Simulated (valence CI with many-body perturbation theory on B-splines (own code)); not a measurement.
# Pd14+: calculated level list

Method: relativistic CI+MBPT: four valence electrons over a frozen Dirac-Fock core [Ar] 3d10, a basis of 11 s, 11 p, 10 d, 8 f, 5 g, 2 h functions for each j, with the one-electron correlation potential Σ1, the two-electron term Σ2, the three-electron term Σ3, Breit, model QED; selected CI, second order for the rest, scaled by the run's own slope (own B-spline code, finite nucleus).

No measured spectrum was set against this ion. As an estimate, levels hold to about 250 cm⁻¹ or 0.2 % of their energy and the worst to 1 %, as in measured heavy ions of charge 2 to 7; those with d or f electrons hold less well. Among the levels kept, up to 560 cm⁻¹ of a level comes from second order outside the variational space, and about a tenth of that is noise between levels of different J, which matters for small intervals.

Levels 91 to 135 of 180, with energies above the lowest level, 4s²4p² ³P_0. "Leading %" is the weight of the configuration and term that name the level; weights of strongly mixed levels are sums over their largest components and can fall short. In the jj column 3d3/2^4 stands for four electrons in 3d with j = 3/2. Lifetimes count E1, E2, E3, M1 and M2 decay at the calculated energies, and are blank where another channel may lead or the interval is too uncertain; long ones can be off by a factor of two.

| No. | Configuration | Term | J | E (cm⁻¹) | Leading % | Leading jj | Second component | Lifetime |
| --- | --- | --- | --- | --- | --- | --- | --- | --- |
| 91 | 4s²4p4f | ³F | 2 | 1060400 | 44 | 4s^2 4p1/2 4f5/2 (29 %) | 25 % 4s²4d² ³F | 7.70 ps |
| 92 | 4s²4p4f | ³G | 3 | 1068900 | 34 | 4s^2 4p1/2 4f5/2 (33 %) | 16 % 4s²4p4f ³F | 6.74 ps |
| 93 | 4s²4p4f | ³F | 4 | 1082300 | 26 | 4s^2 4d5/2^2 (39 %) | 22 % 4s²4d² ³F | 18.0 ps |
| 94 | 4s²4p4f | ³G | 4 | 1094400 | 61 | 4s^2 4p3/2 4f5/2 (52 %) | 16 % 4s²4d² ³F | 7.93 ps |
| 95 | 4s²4p4f | ³D | 3 | 1099500 | 36 | 4s^2 4p1/2 4f7/2 (28 %) | 28 % 4s²4d² ³F | 5.57 ps |
| 96 | 4s²4d² | ¹D | 2 | 1105300 | 26 | 4s^2 4d3/2 4d5/2 (31 %) | 21 % 4s²4p4f ¹D | 5.20 ps |
| 97 | 4s²4p4f | ³G | 5 | 1106400 | 94 | 4s^2 4p3/2 4f7/2 (94 %) |  | 7.91 ps |
| 98 | 4s²4p4f | ³D | 2 | 1119000 | 35 | 4s^2 4d3/2^2 (37 %) | 23 % 4s²4d² ¹D | 4.40 ps |
| 99 | 4s²4d² | ³P | 0 | 1125200 | 85 | 4s^2 4d3/2^2 (63 %) | 9 % 4s4p²4d ³P | 4.23 ps |
| 100 | 4s²4p4f | ¹F | 3 | 1126500 | 42 | 4s^2 4p3/2 4f7/2 (52 %) | 23 % 4s²4p4f ³D | 4.86 ps |
| 101 | 4s²4p5s | ³P° | 0 | 1127400 | 97 | 4s^2 4p1/2 5s (97 %) |  | 5.04 ps |
| 102 | 4s²4d² | ³P | 1 | 1128200 | 86 | 4s^2 4d3/2 4d5/2 (86 %) | 9 % 4s4p²4d ³P | 4.40 ps |
| 103 | 4s²4p5s | ³P° | 1 | 1129900 | 71 | 4s^2 4p1/2 5s (97 %) | 26 % 4s²4p5s ¹P° | 4.15 ps |
| 104 | 4s²4d² | ³P | 2 | 1133300 | 79 | 4s^2 4d5/2^2 (49 %) | 9 % 4s4p²4d ³P | 4.63 ps |
| 105 | 4s²4p4f | ³D | 1 | 1135200 | 85 | 4s^2 4p3/2 4f5/2 (85 %) | 11 % 4s4p²4d ³D | 5.95 ps |
| 106 | 4s²4p4f | ³D | 2 | 1141400 | 33 | 4s^2 4p3/2 4f5/2 (50 %) | 27 % 4s²4p4f ³F | 4.03 ps |
| 107 | 4p³4d | ³F° | 2 | 1144700 | 41 | 4p1/2^2 4p3/2 4d3/2 (71 %) | 15 % 4p³4d ⁵D° | 44.3 ps |
| 108 | 4s²4p4f | ³F | 3 | 1144800 | 38 | 4s^2 4d3/2 4d5/2 (33 %) | 33 % 4s²4d² ³F | 3.70 ps |
| 109 | 4s²4d² | ³F | 4 | 1144900 | 44 | 4s^2 4d5/2^2 (30 %) | 37 % 4s²4p4f ³F | 3.60 ps |
| 110 | 4p³4d | ⁵D° | 3 | 1149500 | 36 | 4p1/2^2 4p3/2 4d3/2 (55 %) | 24 % 4p³4d ³F° | 32.3 ps |
| 111 | 4p³4d | ⁵D° | 0 | 1152300 | 55 | 4p1/2^2 4p3/2 4d3/2 (72 %) | 18 % 4p³4d ¹S° | 28.4 ps |
| 112 | 4p³4d | ⁵D° | 1 | 1156900 | 74 | 4p1/2^2 4p3/2 4d3/2 (60 %) | 12 % 4p³4d ³P° | 21.3 ps |
| 113 | 4p³4d | ⁵D° | 4 | 1158800 | 57 | 4p1/2^2 4p3/2 4d5/2 (73 %) | 22 % 4p³4d ³F° | 29.0 ps |
| 114 | 4p³4d | ⁵D° | 2 | 1163600 | 56 | 4p1/2^2 4p3/2 4d5/2 (52 %) | 23 % 4p³4d ³D° | 24.5 ps |
| 115 | 4p³4d | ¹S° | 0 | 1174300 | 57 | 4p1/2 4p3/2^2 4d3/2 (58 %) | 30 % 4p³4d ⁵D° | 46.4 ps |
| 116 | 4p³4d | ³G° | 3 | 1175200 | 36 | 4p1/2^2 4p3/2 4d5/2 (27 %) | 18 % 4p³4d ⁵D° | 42.5 ps |
| 117 | 4p³4d | ³F° | 2 | 1175400 | 38 | 4p1/2 4p3/2^2 4d3/2 (81 %) | 35 % 4p³4d ³D° | 45.3 ps |
| 118 | 4p³4d | ³D° | 1 | 1177300 | 78 | 4p1/2 4p3/2^2 4d3/2 (58 %) | 7 % 4p³4d ⁵D° | 42.3 ps |
| 119 | 4s²4p5s | ³P° | 2 | 1179200 | 97 | 4s^2 4p3/2 5s (97 %) |  | 5.20 ps |
| 120 | 4p³4d | ³F° | 3 | 1179400 | 42 | 4p1/2 4p3/2^2 4d3/2 (73 %) | 13 % 4p³4d ³D° | 51.0 ps |
| 121 | 4s²4d² | ¹S | 0 | 1180300 | 84 | 4s^2 4d5/2^2 (64 %) | 9 % 4s4p²4d ¹S | 4.60 ps |
| 122 | 4s²4p4f | ¹D | 2 | 1182700 | 51 | 4s^2 4p3/2 4f7/2 (42 %) | 28 % 4s²4d² ¹D | 4.49 ps |
| 123 | 4p³4d | ³D° | 3 | 1184300 | 39 | 4p1/2 4p3/2^2 4d5/2 (81 %) | 24 % 4p³4d ⁵D° | 38.7 ps |
| 124 | 4s²4p5s | ¹P° | 1 | 1184700 | 71 | 4s^2 4p3/2 5s (96 %) | 26 % 4s²4p5s ³P° | 3.16 ps |
| 125 | 4p³4d | ³G° | 4 | 1187900 | 40 | 4p1/2 4p3/2^2 4d3/2 (45 %) | 27 % 4p³4d ³F° | 50.7 ps |
| 126 | 4p³4d | ³F° | 4 | 1192200 | 54 | 4p1/2 4p3/2^2 4d5/2 (71 %) | 20 % 4p³4d ³G° | 65.1 ps |
| 127 | 4s²4p4f | ¹G | 4 | 1197800 | 46 | 4s^2 4d3/2 4d5/2 (33 %) | 46 % 4s²4d² ¹G | 3.20 ps |
| 128 | 4p³4d | ¹G° | 4 | 1199000 | 68 | 4p1/2 4p3/2^2 4d5/2 (46 %) | 9 % 4p³4d ⁵D° | 56.7 ps |
| 129 | 4p³4d | ³G° | 5 | 1199500 | 81 | 4p1/2 4p3/2^2 4d5/2 (81 %) | 11 % 4s4p4d² ³G° | 73.4 ps |
| 130 | 4p³4d | ³D° | 1 | 1214600 | 64 | 4p1/2^2 4p3/2 4d5/2 (40 %) | 12 % 4p³4d ¹P° | 18.0 ps |
| 131 | 4p³4d | ¹D° | 2 | 1222900 | 46 | 4p1/2 4p3/2^2 4d3/2 (54 %) | 21 % 4p³4d ³F° | 31.3 ps |
| 132 | 4p³4d | ³P° | 1 | 1226000 | 35 | 4p1/2 4p3/2^2 4d5/2 (35 %) | 31 % 4p³4d ¹P° | 14.9 ps |
| 133 | 4p³4d | ³P° | 0 | 1232300 | 72 | 4p1/2 4p3/2^2 4d5/2 (41 %) | 8 % 4p³4d ⁵D° | 24.6 ps |
| 134 | 4p³4d | ³F° | 2 | 1241400 | 35 | 4p1/2 4p3/2^2 4d5/2 (28 %) | 24 % 4p³4d ³P° | 12.3 ps |
| 135 | 4p³4d | ³F° | 3 | 1244400 | 50 | 4p1/2 4p3/2^2 4d5/2 (40 %) | 12 % 4p³4d ³D° | 18.6 ps |

Names give the largest LS component (configuration and term), which can be under half, so a name can repeat, a term be missing and a line seem to break the LS rules; names also repeat where a configuration has a term twice.

Where two levels of one J and parity lie close, their mixing, g and order are uncertain.
